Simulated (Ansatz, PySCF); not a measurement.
WO2, SMILES [O]=[W]=[O] (connectivity only; charge and spin as stated), neutral, multiplicity 3. Atoms are numbered in the order given.

```xyz
3

W      0.0000     0.0000     0.2747
O      0.0000     1.4326    -0.6683
O      0.0000    -1.4326    -0.6683
```
Charge 0, spin multiplicity 3.

Coordinates come from a B3LYP-D3(BJ)/def2-TZVP optimisation. The multiplicity is an assumed one; other spin states were not compared. The def2 effective core potentials stand for the cores of W; spin–orbit coupling is left out.

Two levels are set side by side: PBE-D3(BJ)/def2-TZVP (Ansatz, a first-principles code) and B3LYP-D3(BJ)/def2-TZVP (Ansatz). Each level has its own optimised geometry; the coordinates shown are those of the second. Frequencies come from the Hessian of PySCF at each geometry. Differences are taken from unrounded values.

```csv
quantity,B3LYP-D3(BJ),PBE-D3(BJ),PBE-D3(BJ) minus B3LYP-D3(BJ)
mean bond length (Å),1.715,1.722,0.007
bond W1–O2 (Å),1.715,1.722,0.007
bond W1–O3 (Å),1.715,1.722,0.007
highest harmonic wavenumber (cm⁻¹),1020,990,-30
mean harmonic wavenumber (cm⁻¹),761,744,-18
zero-point energy (kcal/mol),3.27,3.19,-0.08
```

Exact exchange shortens and stiffens bonds; PBE has none. Differences between two approximate levels are no errors against the true value.
